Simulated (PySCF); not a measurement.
Electron correlation in F (fluorine, neutral)

[He] 2s2 2p5, 2P determinant. All numbers are calculated (PySCF 2.14, scalar relativity by spin-free X2C-1e, in ANO-RCC-VTZP). Frozen: 1s2; 7 electrons correlated.

MP2 pair energies summed by pair of shells (mhartree):

| pair | energy | share (%) |
| --- | --- | --- |
| 2p-2p | -122.13 | 62.0 |
| 2s-2p | -65.40 | 33.2 |
| 2s-2s | -9.53 | 4.8 |

Total MP2 correlation energy: -197.06 mhartree.

Same-spin part -48.37 and opposite-spin part -148.68 mhartree; SCS-MP2 scales them by 1/3 and 6/5 to -194.54 mhartree.
